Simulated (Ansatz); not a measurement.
Job for Ansatz (an electronic-structure program): R-CCSD(T)/def2-TZVPPD on CH5Bi (SMILES [CH3][BiH2]), atoms moved off the minimum. Elements past Kr take the def2 small-core potentials; no spin–orbit coupling. Files ending in .json are basis or fitting sets from the Basis Set Exchange. The run froze 10 orbitals, filled d shells among them.

Ansatz 0.2 input:
```yaml
crystal:
  periodic: [false, false, false]
  atoms:
    - {symbol: Bi, position_ang: [-0.10351904, -0.12060657, 0.15040676]}
    - {symbol: H, position_ang: [0.10196284, -1.44820311, -1.07149453]}
    - {symbol: H, position_ang: [-1.59761126, 0.40058207, -0.69915055]}
    - {symbol: C, position_ang: [1.16598427, 1.30622095, -1.08796540]}
    - {symbol: H, position_ang: [0.95754069, 2.32045919, -0.64218184]}
    - {symbol: H, position_ang: [0.84242949, 1.27917327, -2.11319456]}
    - {symbol: H, position_ang: [2.22256622, 1.05805566, -0.94110370]}
basis:
  gaussian:
    orbitals: def2-TZVPPD.json
magnetization: {spin_polarized: false}
correlation: {method: ccsd_t, electrons: outside_noble_gas}
scf: {lower_state_search: off}
output: {forces: true}
```

The head of its log:

```
WARN ansatz: RAYON_NUM_THREADS=1 ignored (pool sized by the plan → 1); use --threads N
Functional definition: HF
these checks for a lower state are left out or cut short: starts, cluster_reference, orbital_swaps, neighbouring_geometries, increment
integrals: 0.58 GiB planned
1189 factors; integrals over basis functions are off by at most 1.1e-3 eV
mean field: 0.47 GiB planned
mean field evaluation 1: about -6918.4454 eV, gradient 2.5e1 eV
mean field evaluation 2: about -6918.4540 eV, gradient 2.5e1 eV
mean field evaluation 4: about -6920.1855 eV, gradient 3.0e0 eV
mean field evaluation 8: about -6920.2207 eV, gradient 3.7e-4 eV
mean field -6920.22067949 eV, -254.3134192773 hartree, gradient 2.9e-6 eV, S^2 0.000000; 0 other end points of the search recorded, 0 dependent functions left out
10 core orbitals not correlated
reference -6920.22067949 eV, -254.3134192773 hartree; 7, 7 occupied and 161, 161 virtual orbitals, 1189 factors
too little memory for Intel AMX tiles; the run may be slower
densities: 1.69 GiB planned
```

**Question.** Give the final energy of this run.

**Answer.** -254.6746 hartree (reference determinant -254.3134, T1 diagnostic 0.013).
